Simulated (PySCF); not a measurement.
# Unknowns

Rapidly exchanging positions averaged, non-relativistic, isolated molecule, one conformer. J: B3LYP/pcJ-1 (spin–dipole term left out of most H,H and C,H couplings); shielding tensors at PBE0/pcSseg-1 (GIAO); geometry: PBE0-D3(BJ)/def2-SVP; PySCF.

Chemical shifts δ = σref − σ; ¹H (σref 31.27), ¹³C (σref 184.41) against TMS, all at this level. Multiplet labels drop J under 1 Hz and among equivalent protons, and merge close values. Unscaled 3J(H,H) run several per cent high. Shifts are as computed. Against solution values, carbons near 30 ppm lie about +2 ppm off and those near 130 ppm about +5 ppm. Of 1211 compounds with measured shifts, 218 miss one by over three times the rms of a fit or turn the order of signals round; such compounds aren't used in these exercises. Across acyclic CH2–CH2 and CH–CH2 bonds, 3J(H,H) assumes equally populated rotamers.

(1) C6H12O. ¹H NMR (600 MHz, computed): δ 5.67 (q of sext, J = 8.3, 1.8 Hz, 1H), 3.93 (d, J = 1.5 Hz, 2H), 3.03 (s, 3H), 1.76 (dq, J = 8.3, 2.1 Hz, 3H), 1.73 (quint, J = 2.0 Hz, 3H). ¹³C{¹H} NMR (computed): δ 141.0 (C), 133.2 (CH), 69.2 (CH2), 55.3 (CH3), 23.6 (CH3), 15.8 (CH3). Identify the compound.

(2) C6H12O. ¹H NMR (600 MHz, computed): δ 2.08 (sept of t, J = 7.5, 5.9 Hz, 1H), 2.06 (s, 3H), 1.99 (d, J = 5.9 Hz, 2H), 0.83 (d, J = 7.5 Hz, 6H). ¹³C{¹H} NMR (computed): δ 210.2 (C), 53.2 (CH2), 31.7 (CH3), 23.9 (CH), 23.2 (CH3). Identify the compound.

Results:

(1) `C/C=C(/C)COC`. The formula gives 1 degree of unsaturation (no ring in the answer). 6 carbon signals for 6 carbons: no two carbons are equivalent. Carbon types of the structure: 1 × C, 1 × CH, 1 × CH2, 3 × CH3, which accounts for all hydrogens. δC 141.0: fully substituted alkene carbon; as expected for a trigonal carbon in a double bond. δC 133.2: alkene CH; as expected for a trigonal carbon in a double bond. δC 69.2: allylic sp3 CH2 bonded to O; deshielded by the electronegative neighbour. δH 3.93: hydrogen on an allylic sp3 CH2 bonded to O; its carbon carries O, which withdraws density.

The shifts were computed for this structure.

(2) SMILES CC(=O)CC(C)C. The formula gives 1 degree of unsaturation (no ring in the answer). 5 carbon signals for 6 carbons: some carbons are equivalent by symmetry or fast rotation. Carbon types of the structure: 1 × C, 1 × CH, 1 × CH2, 3 × CH3, which accounts for all hydrogens. δC 210.2: ketone carbonyl carbon; the double bond to the heteroatom, with no lone-pair donor beside it, deshields it most. δC 31.7: methyl carbon α to a carbonyl; α to the electron-withdrawing carbonyl group. δC 23.2: methyl carbon; a saturated carbon with 1 carbon neighbour and no heteroatom attached. δH 2.06: hydrogen on a methyl carbon α to a carbonyl; α to C=O. The protons at 2.08 and 0.83 share a coupling of 7.5 Hz (vicinal). The protons at 1.99 and 2.08 share a coupling of 5.9 Hz (vicinal).

The data come from this structure; uniqueness wasn't tested.
